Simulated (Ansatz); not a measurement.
Species: CH4BO2, net charge 0, doublet state. It need not be the lowest isomer of its formula. 
Structure (B3LYP-D3(BJ)/def2-TZVP (Ansatz, a first-principles code) minimum search):
SMILES: CO[B]O
```xyz
8

C      1.7675    -0.2895     0.0553
O      0.4689     0.1585    -0.3205
B     -0.6473    -0.1540     0.3502
O     -1.8563     0.3024    -0.0558
H      1.7279    -0.9121     0.9503
H      2.1900    -0.8626    -0.7700
H      2.3949     0.5817     0.2438
H     -2.5821     0.0130     0.5032
```
Charge 0, spin multiplicity 2.

Total electronic energies in hartree. Cores are frozen in the correlated levels unless marked. UHF or UKS for open shells. Spin-orbit coupling is left out. No relativistic terms. CBS(X,Y): correlation extrapolated as X^-3; Hartree-Fock from the larger set (for Q and 5 zeta extrapolated as (X+1)exp(-9√X)). The bracket is a focal-point correction in the basis named.

```csv
level,program,energy (Eh)
HF/cc-pVQZ,Ansatz,-214.74158
HF/cc-pV5Z,Ansatz,-214.74567
RI-HF/cc-pVTZ,Ansatz,-214.72468
SVWN5/def2-TZVPD,Ansatz,-214.18911
BLYP-D4/def2-TZVPD,Ansatz + dftd4,-215.87235
revPBE-D3(BJ)/def2-TZVPD,Ansatz + dftd3,-215.85930
PBE0/def2-SVP,Ansatz,-215.41908
r2SCANh-D4/def2-TZVPD,Ansatz + dftd4,-215.79350
HSE06/def2-TZVPD,Ansatz,-215.66135
CAM-B3LYP-D3(BJ)/def2-TZVPD,Ansatz + dftd3,-215.83596
LC-wPBE-D4/def2-TZVPD,Ansatz + dftd4,-215.78686
wB97X-V/def2-TZVPD,Ansatz,-215.84354
B2GP-PLYP-D3(BJ)/def2-TZVPD,Ansatz + dftd3,-215.71757
B2GP-PLYP/def2-TZVPD,Ansatz,-215.71541
RPA@PBE/cc-pVQZ,Ansatz,-215.95353
SCS-MP2/STO-3G,Ansatz,-211.97317
SCS-MP2/6-31G,Ansatz,-214.90262
SCS-MP2/cc-pVDZ,Ansatz,-215.21170
CCSD/STO-3G,Ansatz,-212.00400
"CCSD/CBS(cc-pVQZ,cc-pV5Z)",Ansatz,-215.5718
CCSD(T) with core electrons/cc-pwCVTZ,Ansatz,-215.71221
"RI-MP2/CBS(cc-pVTZ,cc-pVQZ)+[CCSD(T)-MP2]/cc-pVTZ",Ansatz,-215.6083
"CCSD(T)/CBS(cc-pVQZ,cc-pV5Z)",Ansatz,-215.6055
```

Totals of different functionals don't rank their quality; only differences between species are comparable.
